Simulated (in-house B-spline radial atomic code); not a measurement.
Successive ionisation energies of technetium; each step leads to the configuration of the next row (after the last: [Ar] 3d10 4s2 4p4). NIST's values go from ground level to ground level; the uncertainty of those that are theory runs from under 0.1 % in few-electron ions to several per cent in heavy many-electron ones. Computed with an all-electron radial atomic-structure program (B-spline basis): non-relativistic Hartree-Fock, average of the configuration, point nuclei.

This level leaves out relativity, spin-orbit splitting included, which matters for heavy ions.

```json
{"ion": "Tc", "configuration": "[Kr] 4d5 5s2", "ionisation energy (eV)": "6.14", "tabulated value (eV)": "7.11938", "computed minus tabulated (eV)": "-0.98", "highest orbital": "5s", "largest mean radius (bohr)": "3.6498"}
{"ion": "Tc+", "configuration": "[Kr] 4d5 5s1", "ionisation energy (eV)": "13.08", "tabulated value (eV)": "15.26", "computed minus tabulated (eV)": "-2.18", "highest orbital": "5s", "largest mean radius (bohr)": "3.2833"}
{"ion": "Tc2+", "configuration": "[Kr] 4d5", "ionisation energy (eV)": "27.50", "tabulated value (eV)": "29.55", "computed minus tabulated (eV)": "-2.05", "highest orbital": "4d", "largest mean radius (bohr)": "1.5912"}
{"ion": "Tc3+", "configuration": "[Kr] 4d4", "ionisation energy (eV)": "41.14", "tabulated value (eV)": "41", "computed minus tabulated (eV)": "0.14", "highest orbital": "4d", "largest mean radius (bohr)": "1.5015"}
{"ion": "Tc4+", "configuration": "[Kr] 4d3", "ionisation energy (eV)": "55.92", "tabulated value (eV)": "57", "computed minus tabulated (eV)": "-1.08", "highest orbital": "4d", "largest mean radius (bohr)": "1.4299"}
{"ion": "Tc5+", "configuration": "[Kr] 4d2", "ionisation energy (eV)": "71.72", "tabulated value (eV)": "72", "computed minus tabulated (eV)": "-0.28", "highest orbital": "4d", "largest mean radius (bohr)": "1.3702"}
{"ion": "Tc6+", "configuration": "[Kr] 4d1", "ionisation energy (eV)": "88.45", "tabulated value (eV)": "88", "computed minus tabulated (eV)": "0.45", "highest orbital": "4d", "largest mean radius (bohr)": "1.3187"}
{"ion": "Tc7+", "configuration": "[Ar] 3d10 4s2 4p6", "ionisation energy (eV)": "150.26", "tabulated value (eV)": "150", "computed minus tabulated (eV)": "0.26", "highest orbital": "4p", "largest mean radius (bohr)": "1.1027"}
{"ion": "Tc8+", "configuration": "[Ar] 3d10 4s2 4p5", "ionisation energy (eV)": "170.51", "tabulated value (eV)": "169", "computed minus tabulated (eV)": "1.51", "highest orbital": "4p", "largest mean radius (bohr)": "1.0813"}
```

Task: Where is the largest jump?

Result: From Tc to Tc+, by a factor of 2.13 (6.136 to 13.076 eV); the highest orbital goes from 5s to 5s.

Task: How far is this level of theory from the measured and semi-empirical values?

Result: Over those 3 rows the differences run from -2.18 to -0.983 eV (mean absolute value 1.7 eV). The calculation leaves out relativity, correlation and, in open shells, the multiplet splittings that an average leaves out.
